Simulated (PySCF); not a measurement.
Si(H)2(I)(OH) (H3IOSi), SMILES O[SiH2]I. Geometry: B3LYP-D3(BJ)/def2-SVP. The def2 effective core potentials stand for the cores of I; spin–orbit coupling is left out. One conformer was computed; it need not be the lowest.

The numbers are results of B3LYP-D3(BJ)/def2-SVP (PySCF), not measurements.

Harmonic wavenumbers (cm⁻¹): 169, 275, 359, 563, 712, 820, 885, 911, 962, 2236, 2289, 3866. Rotational constants (GHz): 17.84, 1.841, 1.708; symmetry number 1.

Task: Work out the zero-point energy and the ideal-gas rigid-rotor harmonic-oscillator thermochemistry at 298.15 K and 1 atm.

Result: ZPE = ½ Σ hcν = ½ × 14047 cm⁻¹ = 84.02 kJ/mol. H − E(el) = 99.00 kJ/mol. Entropy in J/(mol K): translation 173.09, rotation 109.42, vibration 27.33, total 309.84. G − E(el) = 6.62 kJ/mol. Cp = 71.45 J/(mol K).
